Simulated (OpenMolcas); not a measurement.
Nb III: effect of the active space

| Property | Result |
| --- | --- |
| Program | OpenMolcas |
| Method | MS-CASPT2, IPEA 0.25 Eh, imaginary shift 0.1 Eh |
| Basis | ANO-R1 |
| Scalar Hamiltonian | X2C, finite nucleus |
| Spin-orbit coupling | state interaction with AMFI integrals over the reference wave functions, term energies averaged over their components |

A. 3 electrons in 5 orbitals (4d); 2S+1 = 4 even, 10 roots; 2S+1 = 2 even, 40 roots; closed shells correlated: 4s 4p; CASPT2 step roughly 4 core-seconds
B. 3 electrons in 6 orbitals (4d 5s); 2S+1 = 4 even, 20 roots; 2S+1 = 2 even, 70 roots kept (CI in the orbitals of an earlier block); closed shells correlated: 4s 4p; CASPT2 step of the order of 19 core-seconds

Energies in cm⁻¹ above 4d³ ⁴F_3/2, the measured ground level; measured values from the list in Shadmi, J. Res. Natl. Bur. Stand. 70A, 435 (1966).

| Level | A | B | Measured |
| --- | --- | --- | --- |
| 4d³ ⁴F_3/2 | 0.0 | 0.0 | 0.0 |
| 4d³ ⁴F_5/2 | 527 | 547 | 516 |
| 4d³ ⁴F_7/2 | 1204 | 1247 | 1177 |
| 4d³ ⁴F_9/2 | 1989 | 2060 | 1939 |
| 4d³ ⁴P_3/2 | 9330 | 9190 | 8608 |
| 4d³ ⁴P_1/2 | 9380 | 9270 | 8664 |
| 4d³ ²G_7/2 | 10130 | 10360 | 9236 |
| 4d³ ⁴P_5/2 | 10290 | 10230 | 9594 |
| 4d³ ²G_9/2 | 10740 | 10980 | 9804 |
| 4d³ ²P_1/2 | 11740 | 11420 |  |
| 4d³ ²P_3/2 [51 %] | 11910 | 11650 |  |
| 4d³ ²D_3/2(1) [69 %] | 14020 | 13810 |  |
| 4d³ ²D_5/2(1) | 14170 | 14010 | 13094 |
| 4d³ ²H_9/2 | 14470 | 14750 | 12916 |
| 4d³ ²H_11/2 | 14850 | 15140 | 13264 |
| 4d³ ²F_7/2 | 22160 | 21380 | 19861 |
| 4d³ ²F_5/2 | 22400 | 21450 | 19975 |
| 4d³ ²D_3/2(2) [52 %] | 34610 | 36600 |  |

Deviations, from unrounded energies. A percentage is the sum of absolute deviations over the sum of measured energies, with the sign that they share, or ± where signs differ.

| Against measurement | Levels | A | B |
| --- | --- | --- | --- |
| mean absolute deviation (cm-1) | 13 | 1000 | 920 |
| fine structure of the ground term (%) | 3 | +2.4 | +6.0 |
| other terms of the ground configuration (%) | 10 | +10.3 | +9.4 |

B lies closest to measurement on these levels. The largest miss of B in the table is 4d³ ²H_11/2, by +1900 cm-1. The ranking rests on the paired levels alone, and a cruder setting can come out closer through cancelling errors.

The two smallest mean deviations differ by little beside CASPT2's spread within terms, so their order carries little weight.

Between A and B the level of the table that moves most is 4d³ ²D_3/2(2) [52 %], by 2000 cm-1 (lowest in A, highest in B). Moves below CASPT2's spread within the term are not significant.

Term energies are means over components that CASPT2 splits; among the terms shown or strongly mixed into the levels shown the widest spread is 770 cm-1 (4d³ ⁴F, B). Levels of configurations with an s electron are missing; early in the row they begin among the upper levels of the d shell and mix with terms of their name (holds for A). Terms from blocks run as CI alone lack orbitals of their own (holds for B). Configurations are named by rounded mean occupations; where the s occupation lies near a half they are strongly mixed, a name can repeat and a true partner stay unpaired (holds for B). Measured partners are found by configuration, term and J. A level has none where our copy of the source lacks it or the pairing is in doubt (some pairs that miss far off the trend of their configuration count as doubtful), and it then counts in no deviation. Only configurations of the active space appear. Levels that lie high or do not pair safely by name in every column are left out.

A share in square brackets marks a mixed level and gives the weight of the term that names it, the lowest over the columns. A number in round brackets counts repeated terms of one configuration in the order of the reference energies.
